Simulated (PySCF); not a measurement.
A structure optimised at B3LYP-D3(BJ)/def2-TZVP, used in a PySCF frequency run:

```xyz
4

Be     0.0018     0.0347     0.0000
Br     0.0003     1.9948     0.0000
Se    -0.0426    -1.9976     0.0000
H      1.4311    -2.0360     0.0000
```

Q: Write its SMILES, formula and point group.

A: [SeH][Be][Br], BeBrHSe, Cs

Q: What are its rotational constants (standard atomic weights)?

A: 233.58, 0.79300, 0.79032 GHz
